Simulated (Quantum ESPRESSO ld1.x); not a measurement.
Species: Ga13+. Configuration: [Ar] (the NIST ground configuration). Method: scalar-relativistic Kohn-Sham, relativistic LDA (MacDonald-Vosko exchange, VWN5 correlation), spin-unpolarised, spherical densities, point nucleus; computed with ld1.x of Quantum ESPRESSO 7.5.

Radial electron density D(r) = 4 pi r^2 rho(r):

```
   r/bohr * D(r) (the largest magnitude, 43.5, reaches the edge; | marks zero)
 0.004436 |    *
  0.00555 |       *
 0.006943 |          *
 0.008686 |              *
  0.01087 |                    *
   0.0136 |                          *
  0.01701 |                                 *
  0.02128 |                                        *
  0.02662 |                                             *
  0.03331 |                                               *
  0.04167 |                                              *
  0.05213 |                                          *
  0.06574 |                                       *
  0.08225 |                                        *
   0.1029 |                                              *
   0.1287 |                                                     *
   0.1611 |                                                      *
   0.2015 |                                            *
   0.2521 |                             *
   0.3154 |                  *
   0.3946 |                  *
   0.4936 |                     *
   0.6176 |                  *
   0.7726 |          *
   0.9666 |  *
    1.209 |*
    1.513 *
    1.893 *
```

D(r) has 3 maxima, at r = 0.0344, 0.149, 0.506 bohr, and minima at 0.0712, 0.350 bohr, inside which lie 2.08, 10.39 electrons.
